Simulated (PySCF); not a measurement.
Si(Cl)(Br)(Me)(OH) (CH₄BrClOSi), SMILES C[Si](O)(Cl)Br.

Geometry: PBE-D3(BJ)/def2-SVP. This is a generated structure with no PubChem entry under its InChIKey; it may be hypothetical. One conformer was computed; it need not be the lowest.

These are TDA-PBE/def2-SVPD (PySCF) values and carry that method's errors.

Vertical excitations. 

```csv
state,energy (eV),λ (nm),f,main pairs
S1,6.23,199,0.015,HOMO→LUMO 94 %
S2,6.40,194,0.041,HOMO−1→LUMO 94 %
S3,6.69,185,0.006,HOMO→LUMO+1 86 %
S4,6.81,182,0.012,HOMO−1→LUMO+1 90 %
S5,6.92,179,0.056,HOMO−2→LUMO 77 %
S6,7.07,175,0.026,HOMO−3→LUMO 87 %
S7,7.30,170,0.009,HOMO−2→LUMO+1 88 %
S8,7.38,168,0.002,"HOMO→LUMO+2 41 %, HOMO→LUMO+3 31 %, HOMO−4→LUMO 24 %"
S9,7.42,167,0.033,"HOMO→LUMO+3 47 %, HOMO−4→LUMO 41 %"
S10,7.48,166,0.044,"HOMO→LUMO+2 27 %, HOMO−1→LUMO+3 22 %, HOMO→LUMO+3 17 %, HOMO−1→LUMO+2 14 %"
T1,5.89,211,0,HOMO→LUMO 98 %
T2,6.02,206,0,HOMO−1→LUMO 98 %
T3,6.48,191,0,"HOMO→LUMO+1 76 %, HOMO−2→LUMO 19 %"
T4,6.54,190,0,"HOMO−2→LUMO 77 %, HOMO→LUMO+1 20 %"
```
Triplets are in the Tamm–Dancoff approximation.
